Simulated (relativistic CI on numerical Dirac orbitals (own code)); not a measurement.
Sensitivity of the levels of Re²⁸⁺ to α and to the nuclear radius

These numbers are calculated, not measured: Dirac-Coulomb-Breit CI, separate exchange-only KLI orbitals for each configuration, derivatives by finite differences, unscaled Slater integrals, QED left out (own radial code, finite nucleus).

CI space (outside the closed core [Ar] 3d10): 4s²4p⁶4d¹⁰4f, 4s²4p⁶4d⁹4f², 4s²4p⁶4d¹⁰5s, 4s²4p⁶4d¹⁰5p, 4s²4p⁵4d¹⁰4f², 4s²4p⁶4d¹⁰5d, 4s4p⁶4d¹⁰4f², 4s²4p⁶4d⁹4f5s. Levels of other configurations are missing.

With x = (α/α₀)² − 1 an excitation energy changes as ω = ω₀ + qx; K = 2q/ω₀ is the relative enhancement. Terms are leading LS components, so labels can repeat. The field-shift factor is F = δν/δ⟨r²⟩ for the transition from the lowest level.

Lowest level 4s²4p⁶4d¹⁰4f ²F°5/2.

```
              Level  ω₀ (cm⁻¹)  q (cm⁻¹)         K  F (GHz/fm²)
4s²4p⁶4d¹⁰4f ²F°7/2      32207     30200      1.88         1.33
 4s²4p⁶4d¹⁰5s ²S1/2    1242776   -482200    -0.776          753
 4s²4p⁶4d⁹4f² ⁴F3/2    1579594      8643    0.0109         21.9
 4s²4p⁶4d⁹4f² ⁴F5/2    1584499      7031   0.00887           22
 4s²4p⁶4d⁹4f² ⁴F7/2    1600040     14780    0.0185         22.4
4s²4p⁶4d¹⁰5p ²P°1/2    1604086   -430600    -0.537         79.2
 4s²4p⁶4d⁹4f² ²G7/2    1620025     19800    0.0244         22.8
 4s²4p⁶4d⁹4f² ⁴F9/2    1622721     31540    0.0389         23.2
4s²4p⁶4d⁹4f² ⁴K13/2    1624587     401.2  0.000494         22.2
 4s²4p⁶4d⁹4f² ⁴D5/2    1629182      9581    0.0118         22.5
 4s²4p⁶4d⁹4f² ²G9/2    1631949     13520    0.0166         22.5
 4s²4p⁶4d⁹4f² ²F5/2    1636869     30830    0.0377         23.3
4s²4p⁶4d⁹4f² ⁴K15/2    1640198     28060    0.0342         23.4
 4s²4p⁶4d⁹4f² ⁴D3/2    1641168     18340    0.0223         22.8
4s²4p⁶4d⁹4f² ⁴H11/2    1642361      9618    0.0117         22.5
 4s²4p⁶4d⁹4f² ⁴D7/2    1644016     30890    0.0376         23.4
4s²4p⁶4d⁹4f² ⁴G11/2    1649845     24450    0.0296         23.2
 4s²4p⁶4d⁹4f² ⁴G7/2    1651860     17260    0.0209           23
4s²4p⁶4d⁹4f² ⁴K17/2    1653164     43840     0.053         24.1
 4s²4p⁶4d⁹4f² ⁴D1/2    1654254     22840    0.0276         22.9
4s²4p⁶4d⁹4f² ⁴H13/2    1657224     30490    0.0368         23.3
 4s²4p⁶4d⁹4f² ⁴D5/2    1661898     35330    0.0425         23.7
 4s²4p⁶4d⁹4f² ⁴G9/2    1666859     25390    0.0305         23.4
```

At this charge energies of transitions that change n are usually good to better than 1 %, and those within a shell (Δn = 0) to a few per cent.
